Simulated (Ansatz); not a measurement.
This Ansatz (an electronic-structure program) input (PBE/def2-QZVP) gives -632.99622 Eh with 260 basis functions. A basis named .json is the Basis Set Exchange file of that set (core-valence sets with the plain set on hydrogen).

Ansatz 0.2 input:
```yaml
crystal:
  periodic: [false, false, false]
  atoms:
    - {symbol: Si, position_ang: [-0.97543268, 0.10959893, 0.19520595]}
    - {symbol: P, position_ang: [1.13449721, -0.18862683, -0.28607200]}
    - {symbol: H, position_ang: [-1.82183741, -0.82343493, -0.62787256]}
    - {symbol: H, position_ang: [-1.62420637, 1.45445963, -0.06147326]}
    - {symbol: H, position_ang: [-1.47167320, -0.15189419, 1.60261794]}
    - {symbol: H, position_ang: [1.55631634, 0.81588701, 0.64492459]}
basis:
  gaussian:
    orbitals: def2-QZVP.json
hamiltonian:
  xc: {name: PBE}
total_charge: -1
magnetization: {spin_polarized: false}
```

Change:
```diff
- orbitals: def2-QZVP.json
+ orbitals: def2-TZVP
```

**Question.** What does the run give now?

**Answer.** -632.96886 Eh (PBE/def2-TZVP, 98 functions), a change of +27.36 mEh.
